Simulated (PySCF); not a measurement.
Molfile (atoms numbered from 1):
```
C7H12O
     RDKit          3D

 20 20  0  0  0  0  0  0  0  0999 V2000
    2.3298   -0.7353    0.1818 C   0  0  0  0  0  0  0  0  0  0  0  0
    0.8984   -0.4545   -0.2624 C   0  0  2  0  0  0  0  0  0  0  0  0
    0.5871    1.0490   -0.2577 C   0  0  0  0  0  0  0  0  0  0  0  0
   -0.8473    1.3182   -0.6972 C   0  0  0  0  0  0  0  0  0  0  0  0
   -1.8250    0.6033    0.2276 C   0  0  0  0  0  0  0  0  0  0  0  0
   -1.5459   -0.9016    0.2431 C   0  0  0  0  0  0  0  0  0  0  0  0
   -0.1065   -1.1630    0.6278 C   0  0  0  0  0  0  0  0  0  0  0  0
    0.2055   -1.8585    1.5603 O   0  0  0  0  0  0  0  0  0  0  0  0
    2.5170   -1.8061    0.1859 H   0  0  0  0  0  0  0  0  0  0  0  0
    2.4902   -0.3627    1.1908 H   0  0  0  0  0  0  0  0  0  0  0  0
    3.0392   -0.2549   -0.4881 H   0  0  0  0  0  0  0  0  0  0  0  0
    0.7527   -0.8340   -1.2811 H   0  0  0  0  0  0  0  0  0  0  0  0
    1.2867    1.5609   -0.9216 H   0  0  0  0  0  0  0  0  0  0  0  0
    0.7400    1.4386    0.7515 H   0  0  0  0  0  0  0  0  0  0  0  0
   -0.9887    0.9664   -1.7219 H   0  0  0  0  0  0  0  0  0  0  0  0
   -1.0418    2.3926   -0.6828 H   0  0  0  0  0  0  0  0  0  0  0  0
   -2.8525    0.7801   -0.0961 H   0  0  0  0  0  0  0  0  0  0  0  0
   -1.7216    0.9959    1.2415 H   0  0  0  0  0  0  0  0  0  0  0  0
   -1.7178   -1.3147   -0.7538 H   0  0  0  0  0  0  0  0  0  0  0  0
   -2.2047   -1.4092    0.9493 H   0  0  0  0  0  0  0  0  0  0  0  0
  1  2  1  0
  2  3  1  0
  3  4  1  0
  4  5  1  0
  5  6  1  0
  6  7  1  0
  7  8  2  0
  7  2  1  0
  1  9  1  0
  1 10  1  0
  1 11  1  0
  2 12  1  6
  3 13  1  0
  3 14  1  0
  4 15  1  0
  4 16  1  0
  5 17  1  0
  5 18  1  0
  6 19  1  0
  6 20  1  0
M  END
```

Geometry: GFN2-xTB; GIAO shifts from PySCF 2.14.0 with density-fitted response routines, gas phase, non-relativistic, averaged over equivalent atoms.

At PBE0/cc-pVDZ (172 basis functions, 76 s wall time on 1 thread of an AMD EPYC 7571, shared host):
```csv
atoms,δ (ppm)
C7,208.1
C2,49.0
C6,44.4
C3,40.3
C5,32.6
C4,29.9
C1,18.2
O8,617.1
H20,2.23
H12,2.17
H19,2.16
H17,2.09
H13,2.09
H16,1.85
H15,1.61
H18,1.55
H14,1.25
H9/H10/H11,0.94
```

Shifts are taken against calculated references (same method and geometry level): TMS for 13C (σref 199.12), 1H (σref 31.75); H2O for 17O (σref 345.01).

Q: What do these become at PBE0/pcSseg-1?

A: 
```json
{"atoms": "C7", "δ at PBE0/pcSseg-1": "216.6", "change": "+8.5"}
{"atoms": "C2", "δ at PBE0/pcSseg-1": "48.8", "change": "-0.2"}
{"atoms": "C6", "δ at PBE0/pcSseg-1": "46.0", "change": "+1.6"}
{"atoms": "C3", "δ at PBE0/pcSseg-1": "40.8", "change": "+0.5"}
{"atoms": "C5", "δ at PBE0/pcSseg-1": "33.0", "change": "+0.4"}
{"atoms": "C4", "δ at PBE0/pcSseg-1": "30.2", "change": "+0.3"}
{"atoms": "C1", "δ at PBE0/pcSseg-1": "17.7", "change": "-0.5"}
{"atoms": "O8", "δ at PBE0/pcSseg-1": "658.4", "change": "+41.3"}
{"atoms": "H20", "δ at PBE0/pcSseg-1": "2.37", "change": "+0.14"}
{"atoms": "H12", "δ at PBE0/pcSseg-1": "2.15", "change": "-0.02"}
{"atoms": "H19", "δ at PBE0/pcSseg-1": "2.25", "change": "+0.09"}
{"atoms": "H17", "δ at PBE0/pcSseg-1": "2.13", "change": "+0.04"}
{"atoms": "H13", "δ at PBE0/pcSseg-1": "2.07", "change": "-0.02"}
{"atoms": "H16", "δ at PBE0/pcSseg-1": "1.87", "change": "+0.02"}
{"atoms": "H15", "δ at PBE0/pcSseg-1": "1.65", "change": "+0.04"}
{"atoms": "H18", "δ at PBE0/pcSseg-1": "1.61", "change": "+0.06"}
{"atoms": "H14", "δ at PBE0/pcSseg-1": "1.23", "change": "-0.02"}
{"atoms": "H9/H10/H11", "δ at PBE0/pcSseg-1": "1.02", "change": "+0.08"}
```

Chemical shifts δ = σref − σ; 13C (186.93 ppm), 1H (31.72 ppm) against TMS; 17O (336.08 ppm) against H2O, all at this level.

The largest change is at O8 (ketone oxygen). Cost: 196 basis functions, 70 s wall time on 1 thread of an AMD EPYC 7571, shared host. The order of the carbon signals is the same at both levels.

Unscaled 17O shifts of doubly bonded oxygen tend to come out too high, by tens of ppm or more. Experimental scales use liquid or dissolved standards, which lie at an offset from isolated H2O (liquid H2O: subtract about 36 ppm).
